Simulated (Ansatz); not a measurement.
`OC1=C(Cl)C1(O)Cl` → 3 C• + 2 Cl• + 2 H• + 2 O•  (atomization)

Computed with Ansatz on PBE0-D4/def2-TZVP structures; ΔE is electronic, products minus reactants. CBS: MP2 limit from def2 TZ/QZ plus the TZ coupled-cluster correction, frozen cores. This one scheme is used for every species, atoms too. For atomizations the MP2-based limit and the directly extrapolated one differ by several kJ/mol either way, and by 10 to 25 for some Ge, Se and Sn compounds, so smaller differences from it don't rank the levels. DFT in def2-TZVPP. Open shells (•) are unrestricted, without spin–orbit coupling. Spin–orbit coupling would lower the free atoms: a little for C, Cl, O. One conformer a species, not always the lowest.

```csv
species,BLYP-D4 energy (Eh)
`OC1=C(Cl)C1(O)Cl`,-1186.36509
C•,-37.84656
Cl•,-460.15035
H•,-0.49755
O•,-75.08514
```

Task: Work out ΔE.

Result: ΔE = 3 × (-37.84656) + 2 × (-460.15035) + 2 × (-0.49755) + 2 × (-75.08514) − (-1186.36509) = 1.35933 Eh = +853.0 kcal/mol. CCSD(T)/CBS gives +845.0 kcal/mol.

Largest T1 diagnostic among the species: 0.012.

The D4 term adds +9.8 kcal/mol with B3LYP and +5.2 kcal/mol with PBE0; it sums over pairs of atoms, weighted by their polarisabilities, and B3LYP, whose exchange is more repulsive, gets the larger term. From PBE to PBE0 (25 % exact exchange), in def2-TZVPP and without D4, ΔE moves by −36.1 kcal/mol: exact exchange takes away binding that semilocal exchange gives to molecules. In def2-TZVPP, CCSD(T) changes the Hartree–Fock value by +280.4 kcal/mol (the triples alone add +25.3 kcal/mol) and MP2 by +325.3 kcal/mol; breaking electron pairs costs correlation energy, which Hartree–Fock lacks.

B3LYP here is the variant with VWN-RPA as its local correlation; programs differ in this.
